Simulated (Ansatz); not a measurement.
Molecule: FeF₂, net charge 0, quintet state. SMILES: [F][Fe][F]
Geometry: optimised at B3LYP-D3(BJ)/def2-TZVP (Ansatz, a program for electronic structure).

Property: atomisation energy, in kcal/mol. Conventions: non-relativistic; valence correlation only (noble-gas shells and the d and f shells of earlier blocks); LANL2DZ with its own core potentials from Na on; no spin-orbit coupling; open shells spin-unrestricted; 6-31G* and kin with 6d, 5d where marked; atomisation electronic, to ground-state atoms; no dispersion term unless named. First-principles rows: single points at B3LYP-D3(BJ) geometries (Ansatz). The spin state of an ion or metal species was assumed, not searched.

```json
[
 {"level": "HF/6-31G* with LANL2DZ past Ar", "program": "Ansatz", "atomisation energy (kcal/mol)": "158.0"},
 {"level": "PBE/LANL2DZ", "program": "Ansatz", "atomisation energy (kcal/mol)": "238.5"},
 {"level": "PBE/def2-SVP", "program": "Ansatz", "atomisation energy (kcal/mol)": "257.0"},
 {"level": "PBE0/6-31G* with LANL2DZ past Ar", "program": "Ansatz", "atomisation energy (kcal/mol)": "236.0"},
 {"level": "MP2/LANL2DZ", "program": "Ansatz", "atomisation energy (kcal/mol)": "214.7"},
 {"level": "MP2/6-31G* with LANL2DZ past Ar", "program": "Ansatz", "atomisation energy (kcal/mol)": "237.4"},
 {"level": "B3LYP-D3(BJ)/def2-TZVPD", "program": "Ansatz + dftd3", "atomisation energy (kcal/mol)": "242.5"},
 {"level": "wB97X-V/def2-TZVPD", "program": "Ansatz", "atomisation energy (kcal/mol)": "249.0"}
]
```

No value to compare with is used here. The 6 habitual levels span 158.0 (HF/6-31G* with LANL2DZ past Ar) to 257.0 kcal/mol (PBE/def2-SVP); wB97X-V/def2-TZVPD gives 249.0.

The levels are drawn from those run, B3LYP/6-31G* more often than the rest, none by its result; left out are runs that failed, that the program found above a lower state of the same kind, or whose <S^2> lies over 0.5 above the pure value.
